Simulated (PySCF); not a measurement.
FH6PSi2.
Geometry (PBE0-D3(BJ)/def2-SVP, Å), atoms numbered from 1 in this order:
```
atom  x, y, z in Å
F1     0.7991    1.9082   -1.0944
Si2    0.5120    0.8759    0.1401
Si3   -1.5022   -0.2359   -0.2927
P4     2.2810   -0.5167    0.3446
H5     0.4445    1.6758    1.4004
H6    -1.3550   -1.0711   -1.5237
H7    -1.7940   -1.1326    0.8690
H8    -2.6383    0.7183   -0.4739
H9     1.6732   -1.1408    1.4807
H10    1.7717   -1.4875   -0.5733
```

Computed, not measured: TDDFT CAM-B3LYP/def2-SVPD, vertical, gas phase, core orbitals frozen in the response in PySCF 2.14.0, density-fitted response routines.

Transition dipole moments from the ground state, in atomic units and in the frame of the coordinates above (overall signs are arbitrary), for the states with f of 0.002 or more among the lowest 7:

```json
{"state": "S1", "E (hartree)": "0.2190", "μx": "0.329", "μy": "-0.197", "μz": "0.243"}
{"state": "S2", "E (hartree)": "0.2373", "μx": "0.110", "μy": "-0.076", "μz": "0.133"}
{"state": "S3", "E (hartree)": "0.2442", "μx": "0.092", "μy": "-0.257", "μz": "0.126"}
{"state": "S4", "E (hartree)": "0.2459", "μx": "-1.475", "μy": "0.398", "μz": "-0.118"}
{"state": "S5", "E (hartree)": "0.2658", "μx": "0.538", "μy": "-0.204", "μz": "-0.143"}
{"state": "S6", "E (hartree)": "0.2750", "μx": "0.877", "μy": "0.222", "μz": "0.322"}
{"state": "S7", "E (hartree)": "0.2825", "μx": "-0.152", "μy": "-0.031", "μz": "-0.146"}
```

(1) What oscillator strength does each state have?

(2) Which bond between heavy atoms lies closest to the direction of the S4 transition dipole?

(3) What angle do the transition dipoles of S3 and S4 make?

(4) How is the summed strength of these states shared among x, y and z?

(5) What peak molar absorption coefficient would the strongest computed level give as a lone Gaussian band 0.5 eV wide at half height?

Results:

(1) f = (2/3) ΔE |μ|² with ΔE in hartree (27.2114 eV).

```
state  |μ|² (au)  |μ| (D)      f
   S1      0.206     1.15  0.030
   S2      0.035     0.48  0.006
   S3      0.090     0.76  0.015
   S4      2.348     3.89  0.385
   S5      0.351     1.51  0.062
   S6      0.922     2.44  0.169
   S7      0.045     0.54  0.009
```

(2) Si2–P4, at 23° from it; next Si2–Si3 at 44°.

(3) |cos θ| = |μa·μb| / (|μa| |μb|) = 0.55, so θ ≈ 57° (taken between 0 and 90°, since the signs are arbitrary).

(4) (2/3) Σ ΔE μα² gives 0.572 for x, 0.060 for y and 0.043 for z, 0.675 in all.

(5) ε(max) = 2.175×10⁸ f / FWHM, with the width in cm⁻¹. S4: 2.175×10⁸ × 0.3849 / 4033 ≈ 21000 L mol⁻¹ cm⁻¹.

The vertical ionisation energy (ΔSCF) is 9.57 eV, 1.88 eV above S7.

Hardware: one thread, Arm Neoverse V1, no GPU, on a shared host. Cost: 30 s of wall time.

One conformer stands for the species.

Without π bonds the low states may be Rydberg-like; a valence basis with one diffuse set may place them up to an eV too high.
